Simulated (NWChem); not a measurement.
C2H4BFO2; SMILES CC(=O)B(O)F

```xyz
10

C     -1.0934    -1.6891     0.0000
C      0.1116    -0.7809     0.0000
O      1.2602    -1.2203     0.0000
B     -0.0170     0.8300     0.0000
O      1.1286     1.5302     0.0000
F     -1.1961     1.4456     0.0000
H     -1.7193    -1.4801     0.8778
H     -1.7193    -1.4801    -0.8778
H     -0.7890    -2.7386     0.0000
H      1.8579     0.8789     0.0000
```
Atoms are numbered in this order, from 1.

All runs: NWChem. All runs use the structure optimised with B3LYP/6-31G* (spherical d).

For level PBE0/def2-TZVP:

highest occupied level (eV): -7.65
orbital gap (eV): 5.55

Q: What are these values for level BLYP/def2-TZVP?

A: The highest occupied level (eV) is -5.96 and the orbital gap (eV) is 2.94.
